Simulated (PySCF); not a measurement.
Coordinates in bohr (charge 0 multiplicity 1):
```
Pt   -0.8100    0.0000   -0.8840
O    -4.1064    0.0000   -1.2675
Br   -0.8439    0.0000    3.5958
Br    3.6689    0.0000   -1.1507
```

Method: PySCF, PBE0, basis Pt def2-SVP with ECP60, O def2-SVP, Br def2-SVP (scalar-relativistic core potentials, no spin–orbit coupling, density fitting).

This geometry of PtOBr₂ is a stationary point at this level.

(1) What is the point group?

(2) Is it a minimum?

(3) Which band is strongest in the infrared?

(4) Give the atomic charges and bond orders.

## Answers

(1) Cs.

(2) No: it has 1 imaginary mode, at 177i cm⁻¹ (a'').

(3) 859 cm⁻¹ (a'), 60 km/mol.

(4) 
| atom | Mulliken | Löwdin | polar tensor | Mayer order to Pt1 |
| --- | --- | --- | --- | --- |
| Pt1 | 0.53 | -0.30 | 0.85 | – |
| O2 | -0.27 | -0.07 | -0.45 | 1.63 |
| Br3 | -0.12 | 0.21 | -0.08 | 1.05 |
| Br4 | -0.14 | 0.17 | -0.32 | 1.03 |
Other Mayer orders above 0.3: O–Br 0.37.

Stability towards spin polarisation was not tested. Other isomers or separated fragments may lie lower. No spin–orbit coupling is included, which matters more the heavier the element.
